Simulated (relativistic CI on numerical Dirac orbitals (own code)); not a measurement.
**Ligand-field terms of d5**

Computed with a parametric ligand-field model of a d^n configuration (Racah B and C, spin-orbit zeta, crystal field), exact diagonalisation.

Field parameters in Wybourne normalisation: Oh B⁴₀ = 21Dq, B⁴₄ = √(5/14) B⁴₀. The field is a parameter set, without covalency.

Task: Lowest levels for B = 650, C = 3320, ζ = 180 cm⁻¹, Oh, 10Dq = 6450 cm⁻¹?

Result: Γ7+Γ8 0 (S 2.50), Γ7 18876 (S 1.50), Γ8 18882 (S 1.50), Γ8 18919 (S 1.50), Γ6 18944 (S 1.50), Γ7 21561 (S 1.50), Γ8 21590 (S 1.50), Γ6 21642 (S 1.50), Γ8 21644 (S 1.50) cm⁻¹, with S from ⟨S²⟩ = S(S + 1). The ground level has 2.00 electrons in the cubic e pair.

Task: Lowest levels for B = 770, C = 2860, ζ = 600 cm⁻¹, Oh, 10Dq = 22250 cm⁻¹?

Result: Γ7 0 (S 0.52), Γ8 1100 (S 0.51), Γ8 7013 (S 2.40), Γ7 7025 (S 2.41), Γ8 9505 (S 1.50), Γ6 9626 (S 1.50), Γ8 9660 (S 1.63), Γ7 9733 (S 1.62), Γ6 14959 (S 1.50) cm⁻¹, with S from ⟨S²⟩ = S(S + 1). The ground level has 0.07 electrons in the cubic e pair.

Task: Lowest levels for B = 720, C = 2600, ζ = 640 cm⁻¹, Oh, 10Dq = 31700 cm⁻¹?

Result: Γ7 0 (S 0.51), Γ8 1129 (S 0.50), Γ8 19444 (S 1.51), Γ7 19514 (S 1.51), Γ8 19748 (S 1.50), Γ6 19888 (S 1.50), Γ6 25033 (S 1.50), Γ8 25053 (S 1.50), Γ8 25206 (S 1.49) cm⁻¹, with S from ⟨S²⟩ = S(S + 1). The ground level has 0.04 electrons in the cubic e pair.

Task: Lowest levels for B = 380, C = 1370, ζ = 620 cm⁻¹, Oh, 10Dq = 16100 cm⁻¹?

Result: Γ7 0 (S 0.52), Γ8 1119 (S 0.51), Γ8 9859 (S 1.53), Γ7 9986 (S 1.54), Γ8 10244 (S 1.50), Γ6 10388 (S 1.50), Γ6 12956 (S 1.49), Γ8 12988 (S 1.49), Γ8 13114 (S 1.48) cm⁻¹, with S from ⟨S²⟩ = S(S + 1). The ground level has 0.05 electrons in the cubic e pair.

Task: Lowest levels for B = 450, C = 2330, ζ = 580 cm⁻¹, Oh, 10Dq = 8950 cm⁻¹?

Result: Γ7 0 (S 2.49), Γ8 0 (S 2.49), Γ7 8327 (S 1.20), Γ8 8843 (S 1.42), Γ8 9108 (S 1.49), Γ6 9262 (S 1.50), Γ7 10236 (S 0.99), Γ8 10605 (S 0.79), Γ6 11943 (S 1.50) cm⁻¹, with S from ⟨S²⟩ = S(S + 1). The ground level has 1.99 electrons in the cubic e pair.
